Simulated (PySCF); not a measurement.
Tetrahydropyran-4-one, C5H8O2.
Structure used (GFN2-xTB), in Å, numbered top down from 1:
```xyz
15
C5H8O2 angstrom
O      1.0242   -1.9121    1.1191
C      0.6510   -1.0832    0.3302
C      1.3959    0.1983    0.0382
C      0.4388    1.3843    0.2545
O     -0.7259    1.2599   -0.5193
C     -1.4598    0.1104   -0.1862
C     -0.6481   -1.1739   -0.4357
H      1.7191    0.1901   -1.0044
H      2.2676    0.2879    0.6857
H      0.9097    2.3190   -0.0562
H      0.1822    1.4512    1.3231
H     -1.7672    0.1462    0.8705
H     -2.3521    0.1280   -0.8154
H     -1.2143   -2.0513   -0.1240
H     -0.4257   -1.2469   -1.5019
```

Structure optimised with GFN2-xTB, isolated species.

Masses are those of the commonest isotopes; rigid-rotor values at the optimised geometry. The values belong to one conformer with, in the numbering `[O:1]=[C:2]1[CH2:3][CH2:4][O:5][CH2:6][CH2:7]1`, O1–C2–C3–C4 -125°, C2–C3–C4–O5 -56°, C3–C4–O5–C6 61°, C4–O5–C6–C7 -61°.

Q: What are A, B and C (MHz)?

A: Ia = 110.78, Ib = 195.78, Ic = 272.74 u·Å²; 505379 MHz·u·Å²/I gives A = 4562, B = 2581, C = 1853 MHz.

Q: Classify the top.

A: An asymmetric top. Ray's parameter κ = (2B − A − C)/(A − C) = -0.462; −1 is the prolate and +1 the oblate limit.

Q: What does the inertial defect say?

A: Not planar: Δ = Ic − Ia − Ib = -33.83 u·Å². For a rigid frame Δ = −2 Σ m c², so Σ m c² = 16.91 u·Å² lies off the ab plane: 8.35 from hydrogen and 8.57 from heavier atoms. The atom farthest from that plane is 1.49 Å away.

Q: Give the other two planar moments, Paa and Pbb, and the rms extents of the mass along the axes.

A: Paa = Σ m a² = (Ib + Ic − Ia)/2 = 178.87 and Pbb = Σ m b² = (Ia + Ic − Ib)/2 = 93.87 u·Å². With the mass M = 100.05 u, the rms extents √(P/M) along a, b and c are 1.34, 0.97, 0.41 Å.

Q: List the rotational levels J(Ka,Kc) to J = 3 (cm⁻¹).

A: Above 0(0,0):
J = 1: 1(0,1) 0.1479, 1(1,1) 0.2140, 1(1,0) 0.2383
J = 2: 2(0,2) 0.4382, 2(1,2) 0.4855, 2(1,1) 0.5584, 2(2,1) 0.7566, 2(2,0) 0.7622
J = 3: 3(0,3) 0.8614, 3(1,3) 0.8897, 3(1,2) 1.0346, 3(2,2) 1.2003, 3(2,1) 1.2265, 3(3,1) 1.5945, 3(3,0) 1.5954
The levels of one J sum to (2J + 1)J(J + 1)(A + B + C)/3.

Stationary, but not proved a minimum. Zero-point vibration and centrifugal distortion are left out.

These are computed values.
